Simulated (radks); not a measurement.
Cs21+, 34 electrons, occupied as [Ar] 3d10 4s2 4p4 (the NIST ground configuration).

Method: non-relativistic Kohn-Sham, LB94 model potential, spin-polarised, spherical densities, point nucleus; open shells are filled with parallel spins first (spin-orbit coupling, left out, can overturn this in heavy ions); relativity is left out, which matters for an element this heavy; computed with a radial shooting solver on a logarithmic mesh with Libxc functionals.

Energy parts (hartree):
part                   energy
kinetic             7379.4073
electron-nucleus  -16713.8036
Hartree             2133.8118
(The LB94 potential has no energy functional, so no total or exchange-correlation energy is given.)

Orbitals (lengths in bohr, moments of r in powers of bohr):
orbital  occ.  eigenvalue (hartree)      <r>
1s down     1             -1285.711  0.02759
1s up       1             -1285.710  0.02760
2s up       1             -215.7608   0.1183
2s down     1             -215.7413   0.1183
2p up       3             -204.8919   0.1006
2p down     3             -204.8581   0.1006
3s up       1             -61.62154   0.3099
3s down     1             -61.61329   0.3102
3p up       3             -56.95608   0.2994
3p down     3             -56.94452   0.2997
3d up       5             -48.33773   0.2687
3d down     5             -48.32699   0.2689
4s up       1             -26.28563   0.6554
4s down     1             -26.21165   0.6532
4p up       3             -24.47346   0.6628
4p down     1             -24.39943   0.6604
4d up       0             -21.30546   0.6712
4d down     0             -21.23927   0.6680
5s up       0             -14.76767    1.139
5s down     0             -14.70805    1.141

The highest occupied level is 4p down at -663.94 eV. The spin density at the nucleus is -1.777 e/bohr^3 (1s -1.295, 2s 1.614, 3s 2.697, 4s -4.793). Summed over all electrons, <r^2> = 4.736 bohr^2, which gives a Langevin (diamagnetic) susceptibility term of -3.75 x 10^-6 cm^3/mol. Spin moment in Bohr magnetons: 2. The density falls to 0.001 e/bohr^3 at r = 1.54 bohr. The electron density at the nucleus is 1.178e+05 e/bohr^3.
